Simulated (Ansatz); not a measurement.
Wavefunction ladder for `Cc1c(F)c(F)c(F)c(F)c1F`

```json
{"atom": "C1", "x (Å)": "0.554", "y (Å)": "1.883", "z (Å)": "1.084"}
{"atom": "C2", "x (Å)": "0.188", "y (Å)": "0.628", "z (Å)": "0.358"}
{"atom": "C3", "x (Å)": "0.711", "y (Å)": "-0.603", "z (Å)": "0.723"}
{"atom": "F4", "x (Å)": "1.566", "y (Å)": "-0.679", "z (Å)": "1.741"}
{"atom": "C5", "x (Å)": "0.379", "y (Å)": "-1.775", "z (Å)": "0.065"}
{"atom": "F6", "x (Å)": "0.902", "y (Å)": "-2.932", "z (Å)": "0.441"}
{"atom": "C7", "x (Å)": "-0.508", "y (Å)": "-1.731", "z (Å)": "-0.997"}
{"atom": "F8", "x (Å)": "-0.836", "y (Å)": "-2.842", "z (Å)": "-1.636"}
{"atom": "C9", "x (Å)": "-1.051", "y (Å)": "-0.518", "z (Å)": "-1.388"}
{"atom": "F10", "x (Å)": "-1.900", "y (Å)": "-0.470", "z (Å)": "-2.403"}
{"atom": "C11", "x (Å)": "-0.698", "y (Å)": "0.635", "z (Å)": "-0.708"}
{"atom": "F12", "x (Å)": "-1.238", "y (Å)": "1.785", "z (Å)": "-1.106"}
{"atom": "H13", "x (Å)": "-0.134", "y (Å)": "2.068", "z (Å)": "1.914"}
{"atom": "H14", "x (Å)": "0.506", "y (Å)": "2.742", "z (Å)": "0.416"}
{"atom": "H15", "x (Å)": "1.559", "y (Å)": "1.810", "z (Å)": "1.497"}
```

Total charge 0; spin multiplicity 1. The geometry is a stationary point of PBE0-D4/def2-TZVP. Frozen core, restricted reference, Ansatz 0.2.0. CBS rows extrapolate triple and quadruple zeta; past MP2 they add the triple-zeta difference.

```tsv
basis	HF (Eh)	MP2 corr.	CCSD corr.	(T)	CCSD(T) total
def2-SVP	-763.35780	-1.80488	-1.84361	-0.05742	-765.25883
def2-TZVPP	-764.28277	-2.31268	-2.32620	-0.09688	-766.70585
def2-QZVPP	-764.31490	-2.50258	–	–	–
CBS(def2)	-764.31932	-2.64324	-2.65676	as TZ	-767.07296
```
